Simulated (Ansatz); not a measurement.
Ansatz (a quantum-chemistry and plane-wave program) job for Cd(SH)2 (CdH2S2), SMILES [SH][Cd][SH], PBE0-D3(BJ)/def2-TZVP. 

Ansatz 0.2 input:
```yaml
crystal:
  periodic: [false, false, false]
  atoms:
    - {symbol: Cd, position_ang: [-0.00000000, 0.00000000, -0.40817181]}
    - {symbol: S, position_ang: [-0.00000000, -2.16247976, 0.64033137]}
    - {symbol: H, position_ang: [0.00000001, -2.91758314, -0.44917839]}
    - {symbol: S, position_ang: [0.00000000, 2.16247975, 0.64033137]}
    - {symbol: H, position_ang: [0.00000000, 2.91758314, -0.44917838]}
basis:
  gaussian:
    orbitals: def2-TZVP
hamiltonian:
  xc: pbe0
  dispersion: d3bj
relax: {f_tol: 0.002, max_steps: 200}
```

Log of the run:

```
WARN ansatz: RAYON_NUM_THREADS=1 ignored (pool sized by the plan → 1); use --threads N
Functional definition: PBE0
integrals: 0.05 GiB planned
1050 factors; their error is unknown
mean field: 0.47 GiB planned
mean field evaluation 1: about -26259.4176 eV, gradient 3.3e1 eV
mean field evaluation 2: about -26254.6716 eV, gradient 5.6e1 eV
mean field evaluation 4: about -26262.5289 eV, gradient 1.4e0 eV
mean field evaluation 8: about -26262.5342 eV, gradient 1.7e-2 eV
mean field evaluation 16: about -26262.6552 eV, gradient 6.5e-5 eV
mean field -26262.65524483 eV, -965.1347787803 hartree, gradient 1.8e-5 eV, S^2 0.000000; 0 other end points of the search recorded, 0 dependent functions left out
the calculation of the forces begins
reference -26262.65527241 eV, -965.1347797938 hartree; 27, 27 occupied and 99, 99 virtual orbitals, 1050 factors
relax step   1: F+E_penalty+E_count = -26262.76856867 eV  Δ(F+E_penalty+E_count) = +0.000e0 eV  max|allowed force component| = 1.107e0 eV/Å  Δτ_max = 0.0000 Å  (29 SCF iters, accepted)
these checks for a lower state are left out or cut short: starts, cluster_reference, orbital_swaps, neighbouring_geometries, increment
integrals: 0.05 GiB planned
1050 factors; their error is unknown
mean field: 0.47 GiB planned
mean field -26262.84803065 eV, -965.1418635287 hartree, gradient 8.4e-6 eV, S^2 0.000000; 0 other end points of the search recorded, 0 dependent functions left out
the calculation of the forces begins
reference -26262.84805792 eV, -965.1418645309 hartree; 27, 27 occupied and 99, 99 virtual orbitals, 1050 factors
relax step   2: F+E_penalty+E_count = -26262.95961489 eV  Δ(F+E_penalty+E_count) = -1.910e-1 eV  max|allowed force component| = 5.513e-1 eV/Å  Δτ_max = 0.1948 Å  (30 SCF iters, accepted)
these checks for a lower state are left out or cut short: starts, cluster_reference, orbital_swaps, neighbouring_geometries, increment
integrals: 0.05 GiB planned
1050 factors; their error is unknown
mean field: 0.47 GiB planned
mean field evaluation 32: about -26262.9819 eV, gradient 2.0e-5 eV
mean field -26262.98188880 eV, -965.1467827251 hartree, gradient 2.0e-5 eV, S^2 0.000000; 0 other end points of the search recorded, 0 dependent functions left out
the calculation of the forces begins
reference -26262.98191615 eV, -965.1467837302 hartree; 27, 27 occupied and 99, 99 virtual orbitals, 1050 factors
relax step   3: F+E_penalty+E_count = -26263.09245374 eV  Δ(F+E_penalty+E_count) = -1.328e-1 eV  max|allowed force component| = 3.395e-1 eV/Å  Δτ_max = 0.1950 Å  (30 SCF iters, accepted)
these checks for a lower state are left out or cut short: starts, cluster_reference, orbital_swaps, neighbouring_geometries, increment
integrals: 0.05 GiB planned
1050 factors; their error is unknown
mean field: 0.47 GiB planned
mean field -26263.07704826 eV, -965.1502797704 hartree, gradient 7.7e-6 eV, S^2 0.000000; 0 other end points of the search recorded, 0 dependent functions left out
the calculation of the forces begins
reference -26263.07707554 eV, -965.1502807732 hartree; 27, 27 occupied and 99, 99 virtual orbitals, 1050 factors
relax step   4: F+E_penalty+E_count = -26263.18706899 eV  Δ(F+E_penalty+E_count) = -9.462e-2 eV  max|allowed force component| = 6.718e-1 eV/Å  Δτ_max = 0.1968 Å  (29 SCF iters, accepted)
these checks for a lower state are left out or cut short: starts, cluster_reference, orbital_swaps, neighbouring_geometries, increment
integrals: 0.05 GiB planned
1050 factors; their error is unknown
mean field: 0.47 GiB planned
mean field -26263.14429612 eV, -965.1527510839 hartree, gradient 2.4e-5 eV, S^2 0.000000; 0 other end points of the search recorded, 0 dependent functions left out
the calculation of the forces begins
reference -26263.14432336 eV, -965.1527520847 hartree; 27, 27 occupied and 99, 99 virtual orbitals, 1050 factors
relax step   5: F+E_penalty+E_count = -26263.25448721 eV  Δ(F+E_penalty+E_count) = -6.742e-2 eV  max|allowed force component| = 6.426e-1 eV/Å  Δτ_max = 0.1949 Å  (27 SCF iters, accepted)
these checks for a lower state are left out or cut short: starts, cluster_reference, orbital_swaps, neighbouring_geometries, increment
integrals: 0.05 GiB planned
1050 factors; their error is unknown
mean field: 0.47 GiB planned
mean field -26263.17184845 eV, -965.1537636134 hartree, gradient 1.1e-5 eV, S^2 0.000000; 0 other end points of the search recorded, 0 dependent functions left out
the calculation of the forces begins
reference -26263.17187554 eV, -965.1537646089 hartree; 27, 27 occupied and 99, 99 virtual orbitals, 1050 factors
relax step   6: F+E_penalty+E_count = -26263.28253520 eV  Δ(F+E_penalty+E_count) = -2.805e-2 eV  max|allowed force component| = 3.710e-1 eV/Å  Δτ_max = 0.1373 Å  (29 SCF iters, accepted)
these checks for a lower state are left out or cut short: starts, cluster_reference, orbital_swaps, neighbouring_geometries, increment
integrals: 0.05 GiB planned
1050 factors; their error is unknown
mean field: 0.47 GiB planned
mean field evaluation 64: about -26263.1778 eV, gradient 1.6e-5 eV
mean field -26263.17780426 eV, -965.1539824851 hartree, gradient 1.6e-5 eV, S^2 0.000000; 0 other end points of the search recorded, 0 dependent functions left out
the calculation of the forces begins
reference -26263.17783124 eV, -965.1539834766 hartree; 27, 27 occupied and 99, 99 virtual orbitals, 1050 factors
relax step   7: F+E_penalty+E_count = -26263.28854696 eV  Δ(F+E_penalty+E_count) = -6.012e-3 eV  max|allowed force component| = 3.191e-2 eV/Å  Δτ_max = 0.0380 Å  (30 SCF iters, accepted)
these checks for a lower state are left out or cut short: starts, cluster_reference, orbital_swaps, neighbouring_geometries, increment
integrals: 0.05 GiB planned
1050 factors; their error is unknown
mean field: 0.47 GiB planned
mean field -26263.17787279 eV, -965.1539850036 hartree, gradient 1.6e-5 eV, S^2 0.000000; 0 other end points of the search recorded, 0 dependent functions left out
the calculation of the forces begins
reference -26263.17789978 eV, -965.1539859956 hartree; 27, 27 occupied and 99, 99 virtual orbitals, 1050 factors
relax step   8: F+E_penalty+E_count = -26263.28879291 eV  Δ(F+E_penalty+E_count) = -2.460e-4 eV  max|allowed force component| = 3.043e-2 eV/Å  Δτ_max = 0.0221 Å  (30 SCF iters, accepted)
these checks for a lower state are left out or cut short: starts, cluster_reference, orbital_swaps, neighbouring_geometries, increment
integrals: 0.05 GiB planned
1050 factors; their error is unknown
mean field: 0.47 GiB planned
mean field -26263.17797627 eV, -965.1539888065 hartree, gradient 1.6e-5 eV, S^2 0.000000; 0 other end points of the search recorded, 0 dependent functions left out
the calculation of the forces begins
reference -26263.17800324 eV, -965.1539897977 hartree; 27, 27 occupied and 99, 99 virtual orbitals, 1050 factors
relax step   9: F+E_penalty+E_count = -26263.28888082 eV  Δ(F+E_penalty+E_count) = -8.790e-5 eV  max|allowed force component| = 1.190e-2 eV/Å  Δτ_max = 0.0133 Å  (31 SCF iters, accepted)
these checks for a lower state are left out or cut short: starts, cluster_reference, orbital_swaps, neighbouring_geometries, increment
integrals: 0.05 GiB planned
1050 factors; their error is unknown
mean field: 0.47 GiB planned
mean field -26263.17805638 eV, -965.1539917504 hartree, gradient 1.6e-5 eV, S^2 0.000000; 0 other end points of the search recorded, 0 dependent functions left out
the calculation of the forces begins
reference -26263.17808336 eV, -965.1539927419 hartree; 27, 27 occupied and 99, 99 virtual orbitals, 1050 factors
relax step  10: F+E_penalty+E_count = -26263.28893946 eV  Δ(F+E_penalty+E_count) = -5.864e-5 eV  max|allowed force component| = 1.371e-3 eV/Å  Δτ_max = 0.0069 Å  (31 SCF iters, accepted)
these checks for a lower state are left out or cut short: starts, cluster_reference, orbital_swaps, neighbouring_geometries, increment
integrals: 0.05 GiB planned
1050 factors; their error is unknown
mean field: 0.47 GiB planned
mean field evaluation 96: about -26263.1781 eV, gradient 1.6e-5 eV
mean field -26263.17806934 eV, -965.1539922268 hartree, gradient 1.6e-5 eV, S^2 0.000000; 0 other end points of the search recorded, 0 dependent functions left out
the calculation of the forces begins
reference -26263.17809632 eV, -965.1539932184 hartree; 27, 27 occupied and 99, 99 virtual orbitals, 1050 factors
relax step  11: F+E_penalty+E_count = -26263.28894261 eV  Δ(F+E_penalty+E_count) = -3.151e-6 eV  max|allowed force component| = 3.250e-4 eV/Å  Δτ_max = 0.0025 Å  (31 SCF iters, accepted)
integrals: 0.05 GiB planned
1050 factors; their error is unknown
mean field: 0.47 GiB planned
mean field -26263.17806934 eV, -965.1539922268 hartree, gradient 1.6e-5 eV, S^2 0.000000; 1 other end points of the search recorded, 0 dependent functions left out
the calculation of the forces begins
reference -26263.17809632 eV, -965.1539932184 hartree; 27, 27 occupied and 99, 99 virtual orbitals, 1050 factors
Total energy: -26263.28896959 eV, -965.1580677359 hartree
Atom 0 at     0.000000    -0.000000     0.500518 Å, force    -0.000000     0.000000    -0.000325 eV/Å
Atom 1 at    -0.000000    -2.339118     0.538857 Å, force     0.000000    -0.000320     0.000312 eV/Å
Atom 2 at     0.000000    -2.433309    -0.802049 Å, force    -0.000000     0.000254    -0.000150 eV/Å
Atom 3 at     0.000000     2.339118     0.538857 Å, force     0.000000     0.000320     0.000312 eV/Å
Atom 4 at    -0.000000     2.433309    -0.802049 Å, force     0.000000    -0.000254    -0.000150 eV/Å
Dipole moment:    -0.000000     0.000000    -0.308872 e Å
```

The run converged.

Cost: around 30 core-seconds (rough).
